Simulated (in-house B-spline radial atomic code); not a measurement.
Whole-atom quantities along the 5-electron series, configuration [He] 2s2 2p1. Breit and QED terms are first order and not part of the total energy; the density at the nucleus is averaged over the nuclear charge. Computed with a radial B-spline atomic code at the basis-set limit: Dirac-Hartree-Fock, average of the configuration, finite nuclei.

```tsv
ion	Z	E/Z² (Eh)	Σ<r²> (bohr²)	n(0)/Z³ (bohr⁻³)	Lamb diamagnetic shielding (ppm)	repulsion over attraction	Breit energy (eV)	self-energy (eV)	vacuum polarisation (eV)	Dirac less non-relativistic energy (Eh)
B	5	-0.98146	15.846	0.58141	202.11	0.13774	0.040554	0.023805	-0.00097572	-0.0074935
C+	6	-1.0364	8.0537	0.60355	251.28	0.12113	0.074762	0.047507	-0.0020776	-0.016503
N2+	7	?	?	?	?	?	?	?	?	?
O3+	8	?	?	?	?	?	?	?	?	?
F4+	9	-1.1385	2.4627	0.65073	398.54	0.086319	0.28328	0.21456	-0.010961	-0.093571
Ne5+	10	-1.1606	1.8742	0.66318	447.69	0.078539	0.39806	0.31541	-0.016823	-0.14616
Mg7+	12	-1.1948	1.1915	0.68628	546.22	0.066444	0.71358	0.6106	-0.0352	-0.31483
Al8+	13	-1.2083	0.98269	0.69738	595.6	0.061666	0.92036	0.81408	-0.048623	-0.44025
Si9+	14	-1.2202	0.82438	0.70821	645.08	0.057517	1.1639	1.0611	-0.065542	-0.60004
P10+	15	-1.2306	0.70145	0.71902	694.67	0.053883	1.4472	1.3566	-0.086511	-0.80003
S11+	16	-1.24	0.60407	0.72987	744.38	0.050675	1.7733	1.7056	-0.11213	-1.0465
Cl12+	17	-1.2483	0.5256	0.74072	794.2	0.047822	2.1454	2.1131	-0.14303	-1.3463
Ar13+	18	?	?	?	?	?	?	?	?	?
K14+	19	-1.2628	0.40827	0.76371	894.27	0.042971	3.0398	3.1247	-0.22348	-2.1354
```

(1) Fill in the row of N2+.

(2) Fill in the row of O3+.

(3) Fill in the row of Ar13+.

(4) With what power of Z does the column «Σ<r²> (bohr²)» change over this range?

Answers

(1) E/Z² (Eh): -1.0785; Σ<r²> (bohr²): 4.9641; n(0)/Z³ (bohr⁻³): 0.62172; Lamb diamagnetic shielding (ppm): 300.36; repulsion over attraction: 0.10713; Breit energy (eV): 0.12463; self-energy (eV): 0.084675; vacuum polarisation (eV): -0.0039209; Dirac less non-relativistic energy (Eh): -0.032036.

(2) E/Z² (Eh): -1.1117; Σ<r²> (bohr²): 3.3855; n(0)/Z³ (bohr⁻³): 0.63717; Lamb diamagnetic shielding (ppm): 349.43; repulsion over attraction: 0.095698; Breit energy (eV): 0.19314; self-energy (eV): 0.13904; vacuum polarisation (eV): -0.0067776; Dirac less non-relativistic energy (Eh): -0.056704.

(3) E/Z² (Eh): -1.2559; Σ<r²> (bohr²): 0.46143; n(0)/Z³ (bohr⁻³): 0.75195; Lamb diamagnetic shielding (ppm): 844.16; repulsion over attraction: 0.045269; Breit energy (eV): 2.5666; self-energy (eV): 2.5844; vacuum polarisation (eV): -0.17991; Dirac less non-relativistic energy (Eh): -1.7067.

(4) A fit of the logarithm of its size against log Z from Z = 5 to 19 has slope -2.65. Unscreened non-relativistic hydrogenic orbitals would give -2.
